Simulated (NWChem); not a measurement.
Species: C₃H₅, doublet; SMILES [CH]=CC

Program: NWChem. Spin-unrestricted. The geometry was optimised at PBE0/def2-SVP, spin-unrestricted. No stability test was run on the SCF state. Vertical excitations in the gas phase; the lowest state need not have the same character in each row. Excited states of an open shell can be spin-contaminated.

For level PBE/def2-SVPD, TDA:

```
Quantity                                                     Result
-----------------------------------------------------------  ------
lowest excitation (eV)                                         3.02
lowest empty minus highest occupied level, either spin (eV)    2.35
```

Problem. Estimate the same quantities for level BHandHLYP/def2-SVPD, TDA.

Solution. lowest excitation (eV): 3.13
lowest empty minus highest occupied level, either spin (eV): 7.44
